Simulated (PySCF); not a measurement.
A structure optimised at B3LYP-D3(BJ)/def2-SVP, used in a PySCF frequency run:

```xyz
12

C     -2.6346     0.4582    -1.0333
C     -1.7404    -0.4387    -0.7030
C     -0.8600    -1.3478    -0.3625
O      0.3485    -1.1090     0.2846
C      0.6282     0.1446     0.6704
F     -0.1497     0.6198     1.6469
C      1.6271     0.8829     0.1839
F      2.3990     0.4375    -0.8104
H     -3.4460     0.7370    -0.3494
H     -2.6051     0.9689    -2.0037
H     -0.9810    -2.4145    -0.5613
H      1.8790     1.8686     0.5773
```

Write its SMILES and formula.

C=C=CO/C(F)=C\F, C5H4F2O

What are its rotational constants (standard atomic weights)?

3.1025, 1.3375, 1.2426 GHz
